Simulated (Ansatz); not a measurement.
Program: Ansatz. Geometries: PBE0-D4/def2-TZVP. ΔE: electronic, gas phase. CBS: MP2 limit from def2 TZ/QZ plus the TZ coupled-cluster correction, frozen cores. This one scheme is used for every species. Functionals use def2-TZVPP. One conformer a species, not always the lowest.

Reaction (substitution at a C–N bond): `CCCC(=O)N(C)C` + CH₃OH → `CCCC(=O)OC` + `CNC`

```
             level  ΔE (kcal/mol)
           ωB97X-V           -0.5
CCSD(T)/def2-TZVPP           -0.1
     MP2/CBS(def2)            1.7
    CCSD/CBS(def2)           -0.2
```

What does CCSD(T)/CBS give? (Best estimate.)

The calculation gave: +0.5 kcal/mol. The listed levels differ from it by -1.0, -0.6, 1.2, -0.7 kcal/mol.

Largest T1 diagnostic among the species: 0.013.

In def2-TZVPP, CCSD(T) changes the Hartree–Fock value by +4.4 kcal/mol (the triples alone add +0.6 kcal/mol) and MP2 by +5.6 kcal/mol. The D4 term adds +1.9 kcal/mol with B3LYP and +1.1 kcal/mol with PBE0; it sums over pairs of atoms, weighted by their polarisabilities, and B3LYP, whose exchange is more repulsive, gets the larger term.

B3LYP here is the variant with VWN-RPA as its local correlation; programs differ in this.
